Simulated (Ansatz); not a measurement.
Cost and result for the atomization energy of C2H6GeSi, SMILES `C=[C]1[SiH2][GeH2]1` (10 atoms, 10 bonds).

| atom | x (Å) | y (Å) | z (Å) |
| --- | --- | --- | --- |
| C1 | -1.037 | -1.466 | -0.338 |
| C2 | -0.263 | -0.425 | -0.074 |
| Si3 | 1.322 | 0.107 | 0.744 |
| Ge4 | -0.155 | 1.525 | -0.361 |
| H5 | -0.778 | -2.472 | -0.010 |
| H6 | -1.969 | -1.374 | -0.892 |
| H7 | 2.600 | -0.319 | 0.119 |
| H8 | 1.385 | 0.059 | 2.227 |
| H9 | -1.183 | 2.379 | 0.390 |
| H10 | 0.079 | 1.986 | -1.804 |

The species carries charge 0 and has multiplicity 1. Correlated methods include outer-core shells of Ge, which these sets cover unevenly. Scalar relativity is left out up to krypton. The geometry is a stationary point of PBE0-D4/def2-TZVP. Program: Ansatz. All runs use 4 threads of an Arm Neoverse V1 on a shared host. Times are those of one run each, without the atoms' runs, and a repeat can differ threefold. Electronic energies, without spin–orbit coupling; frozen cores. CCSD(T)/CBS adds CCSD(T) − MP2 in def2-TZVPP to the MP2 limit, and its time is that of the two runs behind it. T1 = 0.013; the RHF reference is unstable towards UHF. With those shells the extrapolation isn't a true limit. B3LYP takes the VWN-RPA correlation (the form of Gaussian; ORCA's B3LYP/G).

CCSD(T)/CBS is a level of theory with its own doubt, some kJ/mol a heavy atom from the limit and from the frozen cores, so smaller differences don't rank the functionals.

```tsv
level	functions	wall time	atomization (kJ/mol)	difference from CCSD(T)/CBS	per bond
PBE-D4/def2-TZVPP (with forces)	236	2.4 s	3391.6	42.2	4.2
PBE0-D4/def2-TZVPP	236	3 s	3347.7	-1.7	-0.2
B3LYP-D4/def2-TZVPP (with forces)	236	4.4 s	3334.9	-14.5	-1.5
r2SCAN-D4/def2-TZVPP (with forces)	236	4.7 s	3361.8	12.4	1.2
B2PLYP/def2-TZVPP	236	4.9 s	3298.9	-50.5	-5.1
ωB97X-V/def2-TZVPP	236	8 s	3357.0	7.6	0.8
ωB97M-V/def2-TZVPP (with forces)	236	11 s	3335.3	-14.1	-1.4
MP2/def2-QZVPP	453	24 s	3334.1	-15.3	-1.5
CCSD(T)/def2-TZVPP	236	110 s	3270.1	-79.3	-7.9
CCSD(T)/CBS(def2)	–	2.2 min	3349.4	0.0	0.0
```

The D4 term adds +36.5 kJ/mol with B3LYP and +19.1 kJ/mol with PBE0; it sums over pairs of atoms, weighted by their polarisabilities, and B3LYP, whose exchange is more repulsive, gets the larger term. From PBE to PBE0 (25 % exact exchange), in def2-TZVPP and without D4, the atomization energy moves by −40.5 kJ/mol: exact exchange takes away binding that semilocal exchange gives to molecules. In def2-TZVPP, CCSD(T) changes the Hartree–Fock value by +844.7 kJ/mol (the triples alone add +55.2 kJ/mol) and MP2 by +862.5 kJ/mol; breaking electron pairs costs correlation energy, which Hartree–Fock lacks.
